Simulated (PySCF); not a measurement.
Isomers of C7H8O2, mass 124.052 u with the commonest isotopes. Method used: PBE0/pcSseg-1 in PySCF (dipole) on a GFN2-xTB geometry, gas phase. One conformer each, none proved a minimum here; rigid rotors.

Question: Order these by rotational constant A, smallest first.
A. `[CH2:1]=[CH:2][CH2:3][C:4]1=[CH:5][O:6][CH:7]=[CH:8][O:9]1` with C1–C2–C3–C4 -122°, C2–C3–C4–C5 103°
B. `[CH3:1][O:2][C@:3]12[CH:4]=[CH:5][C@H:6]([CH:7]=[CH:8]1)[O:9]2` with C1–O2–C3–C4 -64°
C. `[O:1]=[C:2]([OH:3])[C:4]1=[CH:5][CH:6]=[CH:7][CH2:8][CH2:9]1` with O1–C2–O3–H 0°, O1–C2–C4–C5 177°, C4–C5–C6–C7 15°, C6–C7–C8–C9 -31°, C7–C8–C9–C4 45°, C2–C4–C9–C8 149°

Answer: B (3406 MHz), C (3584 MHz), A (3856 MHz).

Question: Order these by dipole moment, smallest first.
A. `[CH2:1]=[CH:2][CH2:3][C:4]1=[CH:5][O:6][CH:7]=[CH:8][O:9]1` with C1–C2–C3–C4 -122°, C2–C3–C4–C5 103°
B. `[CH3:1][O:2][C@:3]12[CH:4]=[CH:5][C@H:6]([CH:7]=[CH:8]1)[O:9]2` with C1–O2–C3–C4 -64°
C. `[O:1]=[C:2]([OH:3])[C:4]1=[CH:5][CH:6]=[CH:7][CH2:8][CH2:9]1` with O1–C2–O3–H 0°, O1–C2–C4–C5 177°, C4–C5–C6–C7 15°, C6–C7–C8–C9 -31°, C7–C8–C9–C4 45°, C2–C4–C9–C8 149°

Answer: A (0.25 D), B (1.67 D), C (2.14 D).

Question: Order these by radius of gyration √(Σ m r²/M), largest first.
A. `[O:1]=[C:2]([OH:3])[C:4]1=[CH:5][CH:6]=[CH:7][CH2:8][CH2:9]1` with O1–C2–O3–H 0°, O1–C2–C4–C5 177°, C4–C5–C6–C7 15°, C6–C7–C8–C9 -31°, C7–C8–C9–C4 45°, C2–C4–C9–C8 149°
B. `[CH3:1][O:2][C@:3]12[CH:4]=[CH:5][C@H:6]([CH:7]=[CH:8]1)[O:9]2` with C1–O2–C3–C4 -64°
C. `[CH2:1]=[CH:2][CH2:3][C:4]1=[CH:5][O:6][CH:7]=[CH:8][O:9]1` with C1–C2–C3–C4 -122°, C2–C3–C4–C5 103°

Answer: C (2.190 Å), A (2.121 Å), B (1.803 Å).

```
                  SMILES  point group  Ia (u·Å²)  Ib (u·Å²)  Ic (u·Å²)      κ  μa (D)  μb (D)  μc (D)
CO[C@]12C=C[C@H](C=C1)O2           C1     148.38     310.43     347.84  -0.82    0.86    1.15    0.86
        O=C(O)C1=CC=CCC1           C1     141.00     424.13     551.11  -0.79    1.69    1.30    0.12
          C=CCC1=COC=CO1           C1     131.07     497.35     561.76  -0.92    0.18    0.17    0.03
```
